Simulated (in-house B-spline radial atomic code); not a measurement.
How numerical settings move a run on Al²⁺, [Ne] 3s1. Computed with a B-spline radial code for spherical atoms: non-relativistic CAM-B3LYP, spin-polarised, spherical fractional occupations, point nucleus.

Command:
```bash
python run_scf.py task.json out
```
Settings of the sound reference run:
```
Z                13
electrons        11
configuration    [Ne] 3s1
hamiltonian      nr
method           camb3lyp
spin_polarised   True
knot_spacing     0.22
spline_order     8
gauss_points     12
box_radius       22.22
max_iterations   70
damping          0.5
damped_steps     3
diis_vectors     10
tolerance        1e-08
start            Thomas-Fermi
```

Run time, properties included: 0.39 s on 1 thread of Arm Neoverse N1 (shared host).

It converges in 9 iterations to -241.460635 hartree, with 3s up at -26.9133 eV. The other runs change the listed settings, some to values that make no sense; their results aren't properties of the atom or ion. Radii are in bohr (the nuclear one in fm), a minus after a letter asks for a j subshell, and «unchanged» means within 1e-8 hartree. The run stops when the residual is below 10 × tolerance × max(1, Z/10), or a noise floor if that is larger, and the energy moves by less than 1e-8 × √|E| hartree; so very loose and very tight tolerances often act alike.

| changed settings | outcome |
| --- | --- |
| knot_spacing = 0.15 | converged in 9 iterations, energy -1.82e-07 hartree from the reference, 3s up level -9.6e-06 eV |
| electrons = 13, configuration = [Ne] 3s3, max_iterations = 75 | stopped with error: shell 3s holds at most 1 electrons (per spin) |
| knot_spacing = 2 | converged in 10 iterations, energy +1.19e+01 hartree from the reference, 3s up level +1.2e+00 eV (the program warns: 3s up reaches the box edge; 1s up reaches the box edge) |
| knot_spacing = 0.4 | converged in 9 iterations, energy +9.99e-06 hartree from the reference, 3s up level +1.4e-04 eV |
| knot_spacing = 0.1 | converged in 9 iterations, energy -1.83e-07 hartree from the reference, 3s up level -9.8e-06 eV |
| damping = 0.95 | converged in 10 iterations, energy unchanged |
| spline_order = 10, gauss_points = 5, max_iterations = 75, damped_steps = 1 | converged in 8 iterations, energy -4.34e-08 hartree from the reference, 3s up level -8.7e-06 eV |
| damped_steps = 1 | converged in 8 iterations, energy unchanged |
| damped_steps = 8 | converged in 13 iterations, energy unchanged, 3s up level -3.0e-07 eV |
| knot_spacing = 1 | converged in 9 iterations, energy +4.01e-01 hartree from the reference, 3s up level +1.4e-02 eV (the program warns: 2s up reaches the box edge; 2s down reaches the box edge) |
| damped_steps = 0 | converged in 8 iterations, energy unchanged, 3s up level -4.1e-07 eV |
| damping = 0.8 | converged in 10 iterations, energy unchanged, 3s up level -3.7e-07 eV |
| hamiltonian = dirac, method = hf, nucleus = fermi, rms_radius = 3.061, mass_number = 27, atomic_mass = 26.98154, speed_of_light = 137.036 | stopped with error: spin polarisation is not served with the Dirac Hamiltonian |
| electrons = 12, configuration = [Ne] 3s1 1f1, max_iterations = 100 | stopped with error: there is no 1f shell |
| damped_steps = 30 | converged in 22 iterations, energy unchanged |
| spline_order = 5, box_radius = 6.67, max_iterations = 50, tolerance = 1e-13 | converged in 10 iterations, energy +2.48e-04 hartree from the reference, 3s up level +1.1e-02 eV (the program warns: 3s up reaches the box edge) |

(1) What happens with damping = 0.2?

(2) What happens with spline_order = 5, max_iterations = 3, diis_vectors = 2?

(3) What happens with max_iterations = 5, tolerance = 1e-10?

(4) What happens with knot_spacing = 0.55?

Answers

(1) Converged in 9 iterations, energy unchanged, 3s up level -3.5e-07 eV.

(2) Not converged after 3 iterations, last residual 3.8e-02, last energy +2.29e-02 hartree from the reference.

(3) Not converged after 5 iterations, last residual 4.7e-03, last energy +3.80e-04 hartree from the reference.

(4) Converged in 10 iterations, energy +1.07e-03 hartree from the reference, 3s up level +4.2e-04 eV.
